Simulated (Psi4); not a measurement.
F₃Se, charge +1, singlet, at a GFN2-xTB geometry, atoms displaced at random by about 0.05 Å a coordinate. Base run: Psi4 with PBE/STO-3G.

Here is a job for Psi4.
```
memory 2 GB

molecule {
1 1
Se    0.03639000    0.16709258    0.37697685
F    -1.16758654   -1.03525849   -0.37338819
F    -0.12333094    1.17474316   -0.93007482
F     1.32431137   -0.72735887   -0.05332595
}

set {
  basis sto-3g
}

optimize('pbe')
print_variables()
```

The base run was repeated with changes; each row names its change, and settings that it needs were set with it.

```tsv
change	ΔE vs base (kcal/mol)	optimiser steps	core-seconds (rough)
base	0.000	10	40
hess_update = powell	0.045	10	40
intrafrag_hess = simple	-0.046	6	30
g_convergence = nwchem_loose	-0.001	6	30
step_type = sd	-0.050	17	70
intrafrag_hess = lindh	-0.014	10	40
g_convergence = gau_loose	-0.018	5	30
```
